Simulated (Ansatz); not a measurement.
Wavefunction ladder for CH₅NOSi₂, SMILES `O=C[SiH]1N[SiH2]1`

```json
{"atom": "O1", "x (Å)": "-2.409", "y (Å)": "-1.896", "z (Å)": "0.428"}
{"atom": "C2", "x (Å)": "-1.252", "y (Å)": "-1.573", "z (Å)": "0.330"}
{"atom": "Si3", "x (Å)": "-0.701", "y (Å)": "0.260", "z (Å)": "0.262"}
{"atom": "N4", "x (Å)": "0.947", "y (Å)": "0.574", "z (Å)": "0.682"}
{"atom": "Si5", "x (Å)": "1.020", "y (Å)": "0.923", "z (Å)": "-1.008"}
{"atom": "H6", "x (Å)": "-0.460", "y (Å)": "-2.355", "z (Å)": "0.237"}
{"atom": "H7", "x (Å)": "-1.773", "y (Å)": "1.115", "z (Å)": "0.830"}
{"atom": "H8", "x (Å)": "1.535", "y (Å)": "0.592", "z (Å)": "1.497"}
{"atom": "H9", "x (Å)": "1.245", "y (Å)": "2.337", "z (Å)": "-1.405"}
{"atom": "H10", "x (Å)": "1.847", "y (Å)": "0.022", "z (Å)": "-1.853"}
```

Charge 0, multiplicity 1. All single points use the PBE0-D4/def2-TZVP geometry. It is one conformer, not always the lowest. Frozen core, restricted reference, Ansatz 0.2.0. CBS rows extrapolate triple and quadruple zeta; past MP2 they add the triple-zeta difference.

```csv
basis,HF (Eh),MP2 corr.,CCSD corr.,(T),CCSD(T) total
def2-TZVPP,-748.02366,?,-0.86353,?,?
def2-QZVPP,-748.04966,?,–,–,–
CBS(def2),-748.05324,-0.93258,?,as TZ,?
```

Q: Fill in the withheld values. (Best estimate.)

A: Ansatz gave: def2-TZVPP MP2 corr.: -0.82566; def2-TZVPP (T): -0.03857; def2-TZVPP CCSD(T) total: -748.92576; def2-QZVPP MP2 corr.: -0.88708; CBS(def2) CCSD corr.: -0.97045; CBS(def2) CCSD(T) total: -749.06226.
